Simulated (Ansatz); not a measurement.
Two members of one family (Series InH2X), computed with Ansatz in the gas phase; def2 core potentials for In, no spin–orbit coupling. The two geometries come from different levels. Binding counts from free atoms in the multiplicity of their measured ground term, without zero-point energy. A dash marks a value that wasn't run or was left out as unsound. The structures are stationary points that may keep the symmetry of their start. Remarks come from the PBE and PBE0 runs and from stability tests at other levels; not every state was tested. HOMO above LUMO (over both spins in singlets and doublets, within one spin in higher multiplets; at PBE or PBE0), or a gap under 0.15 eV within one spin, warns that the state may not be the lowest or that an electron is smeared out.

First: InH2(SMe) (singlet, charge 0, B3LYP-D4/def2-TZVP geometry).

```
atom   x (Å)   y (Å)   z (Å)
 In1  -0.840   0.916  -1.408
  H2  -1.116   2.042  -0.132
  H3  -1.295   0.978  -3.061
  S4   0.389  -1.028  -0.733
  C5   0.668  -0.759   1.062
  H6   0.356   0.234   1.378
  H7   1.730  -0.880   1.268
  H8   0.108  -1.504   1.626
```

```csv
level,HOMO (eV),LUMO (eV),gap (eV),vertical IE (eV),vertical triplet (eV),binding per atom (eV)
PBE-D4/def2-SVP,-5.62,-2.18,3.44,–,–,3.03
PBE-D4/def2-TZVP,-5.71,-2.27,3.44,8.82,3.87,3.04
r2SCAN-D4/def2-TZVP,-5.92,-2.01,3.91,8.80,3.78,3.03
B97M-V/def2-TZVP,-6.02,-2.29,3.73,–,–,3.06
ωB97X-V/def2-TZVP,-9.09,0.14,9.22,–,–,3.05
```

Remarks: gap within one spin near zero at PBE or PBE0 (triplet).

Second: InH2Et (singlet, charge 0, PBE-D4/def2-SVP geometry).

```xyz
10

In    1.1669    0.7144   -1.1859
H     2.6661    1.3684   -0.5468
H     1.1135    0.2223   -2.8713
C    -0.5865    0.4545    0.1230
C    -0.5658   -0.8795    0.8825
H    -1.4949    0.5347   -0.5090
H    -0.6035    1.3092    0.8307
H    -1.4550   -0.9903    1.5415
H    -0.5679   -1.7550    0.1988
H     0.3270   -0.9787    1.5367
```

**Question.** What does the change do? Estimate second minus first.

**Answer.** 
```tsv
level	Δ HOMO (eV)	Δ LUMO (eV)	Δ gap (eV)	Δ vertical IE (eV)	Δ vertical triplet (eV)	Δ binding per atom (eV)
PBE-D4/def2-SVP	-0.28	-0.12	0.16	–	–	0.31
PBE-D4/def2-TZVP	-0.24	-0.08	0.16	0.06	-0.18	0.29
r2SCAN-D4/def2-TZVP	-0.22	-0.03	0.20	0.06	-0.15	0.28
B97M-V/def2-TZVP	-0.19	-0.08	0.11	–	–	0.26
ωB97X-V/def2-TZVP	-0.21	-0.01	0.20	–	–	0.28
```

Remarks: gap within one spin near zero at PBE or PBE0 (triplet).
